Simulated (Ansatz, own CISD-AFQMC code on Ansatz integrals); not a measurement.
CH2N2, SMILES `N#CN` (charge 0, multiplicity 1).

Cartesian coordinates (Å):
```xyz
5

N      1.8790     0.0972     0.5976
C      0.7533     0.0198     0.3521
N     -0.5372    -0.0903     0.0123
H     -1.0563    -0.8071     0.4976
H     -1.0388     0.7804    -0.0833
```
Charge 0, multiplicity 1.

Frozen-core correlation energies in cc-pVTZ at a geometry from B3LYP-D3(BJ)/def2-TZVP, on an HF energy of -147.96740 Ha (<S^2> = 0.00). Wave-function levels are from Ansatz, the walk from an own CISD-AFQMC code on Ansatz integrals (time step 0.005/Ha, trial state from CCSD amplitudes, largest double 0.07).

```json
[
 {"level": "MP2", "correlation energy (mHa)": "-549.6"},
 {"level": "CCSD", "correlation energy (mHa)": "-556.4"},
 {"level": "CCSD(T)", "correlation energy (mHa)": "-582.8"}
]
```

Q: What correlation energy does phaseless AFQMC give, and where does it lie among these levels?

A: -584.5 ± 0.4 mHa (one standard error). AFQMC minus each level: MP2 -34.9 mHa, CCSD -28.1 mHa, CCSD(T) -1.7 mHa.
